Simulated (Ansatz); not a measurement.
The Bi1–H2 bond of BiBrH2 (SMILES [Br][BiH2]) is stretched (multiplicity 1, the rest rigid).
Geometry at rest (charge 0, multiplicity 1):
```csv
atom,x (Å),y (Å),z (Å)
Bi,-0.4338,-0.4863,0.4045
H,-1.8986,-0.1566,-0.5903
H,-0.0349,-1.8803,-0.6640
Br,1.0839,1.2114,-0.9234
```

Frozen-core correlation. Filled d and f shells under p-block atoms count as core.

Programs: Ansatz (an electronic-structure program) with Gaussian orbitals. Each number belongs to the level named beside it. In def2 rows elements past Kr take small-core potentials, without spin–orbit coupling.

Energies above the point at 1.801 Å (the B3LYP-D3(BJ) bond length), FIC-MRCISD+Q on CASSCF(2,2)/def2-TZVPP (kcal/mol): 5.76 at 1.621 Å; 3.55 at 1.981 Å; 60.66 at 5.764 Å.

**Question.** Take the last value as the depth D of a Morse curve D(1 − e^(−a(R − R₀)))², fit a and R₀ to the two near points, and test it at 2.432 and 3.152 Å.

**Answer.** 
With D = 60.7, both near points (counted from the curve's value at 1.801 Å) are met by a = 1.52 Å⁻¹ and R₀ = 1.798 Å, so k = 2Da² = 279 kcal/(mol Å²). The curve then gives 23.1 and 46.1 kcal/mol; the level itself gives 24.9 and 51.1, so Morse is off by -1.8 and -5.0.
